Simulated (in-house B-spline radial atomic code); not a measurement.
Mo. Computed with a B-spline radial atomic code. Model: non-relativistic spherical atom: semilocal Troullier-Martins pseudo-atom, one channel per l, against all electrons, high spin, G0W0 and RPA with empty states to l = 8, local potential for every l without a channel, a model core (radius 0 = none) keeps its share of the functional.

Without relativity these are model numbers for so heavy an element.

What the tables leave out is listed at the end.

The pseudopotential gives back the lowest level of each angular momentum of its own functional in the configuration it was made in; a second state of the same l is only approximately right. Exact exchange, RPA and GW see the smooth pseudo-orbitals and miss the exchange with the core, for which the functional's share stands in. The column with an uncorrelated core keeps all orbitals and exact exchange, and so separates missing core correlation from pseudisation. Only the three outermost levels and the lowest empty one were computed. RPA here is direct RPA, with no exchange kernel, and its energies carry an (l + 1/2)⁻⁴ tail. A hybrid on a potential with a model core restores only its own semilocal share of the core's exchange.

Command:
```bash
python run_psgw.py task.json out
```
Settings (lengths in bohr, energies in hartree):
```
Z                      42
electrons              42
configuration          [Kr] 4d5 5s1
generated_in           [Kr] 4d5 5s1
functional             lda,vwn
core_shells            6
radius_factor          1
core_correction        True
ion_configuration      [Kr] 4d5
```

Time taken, with all properties: 92 s on 1 thread of Arm Neoverse N1, with other jobs on the host.

Given: made with LDA VWN5; model core radius 0.745 bohr; local radius 1.061 bohr; mean-field start LDA VWN5.

Valence shells of the generating configuration: 4s, 4p, 4d, 5s.

Channel: s 1.006, p 1.07, d 1.37 (radii in bohr).

Computed: largest level miss in the spin-unpolarised generating configuration 0.056 eV; valence RPA correlation energy all-electron orbitals -0.7751 hartree; valence RPA correlation energy pseudo -0.81336 hartree; ionisation by mean-field all-electron 7.3017 eV; ionisation by mean-field pseudo minus all 0.077 eV; ionisation by RPA all-electron 7.3357 eV; ionisation by RPA pseudo minus all 0.014 eV.

```
          level  occupied  mean-field all-electron (eV)  mean-field pseudo minus all (eV)  G0W0 all-electron (eV)  G0W0 uncorrelated core minus all (eV)  G0W0 pseudo minus all (eV)  exchange self-energy all-electron (eV)  exchange self-energy pseudo (eV)
          5s up         1                       -4.5055                            -0.058                 -7.3307                                  0.028                      -0.078                                 -10.237                           -9.7156
5s down (empty)         0                       -2.6022                            -0.042                -0.70393                                   0.02                      -0.036                                 -1.0852                          -0.65617
```

**Question.** What is the pseudo-atom RPA polarisability?

**Answer.** 55.782 bohr³.

**Question.** What is the all-electron RPA polarisability, core included?

**Answer.** 56.752 bohr³.

Given: mean-field start PBE0.

Computed: valence RPA correlation energy pseudo -0.75833 hartree; all-electron RPA polarisability, core included 50.887 bohr³; pseudo-atom RPA polarisability 50.796 bohr³; ionisation by mean-field all-electron 6.7898 eV; ionisation by RPA all-electron 7.1908 eV; ionisation by RPA pseudo minus all -0.033 eV.

```tsv
level	occupied	mean-field all-electron (eV)	mean-field pseudo minus all (eV)	G0W0 all-electron (eV)	G0W0 uncorrelated core minus all (eV)	G0W0 pseudo minus all (eV)	exchange self-energy all-electron (eV)	exchange self-energy pseudo (eV)
5s up	1	-4.81	-0.001	-7.1924	0.028	0.012	-9.9033	-9.3252
4d up	1	-6.1537	-0.07	-8.8313	0.069	-0.139	-25.198	-22.974
5s down (empty)	0	-0.7975	-0.017	-0.36437	0.02	-0.003	-0.95426	-0.57331
```

**Question.** What is the valence RPA correlation energy all-electron orbitals?

**Answer.** -0.72411 hartree.

**Question.** What is the ionisation by mean-field pseudo minus all?

**Answer.** 0.003 eV.

Among the listed levels the largest G0W0 shift of the pseudo-atom is -0.14 eV, for 4d up on the PBE0 start, while leaving the core uncorrelated moves that level by +0.07 eV. The rest, -0.21 eV, comes from pseudisation and the lost core exchange. Not in the tables (levels of low weight, unsolved or above zero; the highest and the empty levels are kept at any weight): on LDA the G0W0 levels 4d up (pseudo minus all -0.16 eV, weights 0.59 and 0.61), 4p down (pseudo minus all -0.98 eV, weights 0.00 and 0.51); on PBE0 the G0W0 levels 4p down (pseudo minus all +0.32 eV, weights 0.70 and 0.70); no Hartree-Fock pseudo-atom is run with a model core.
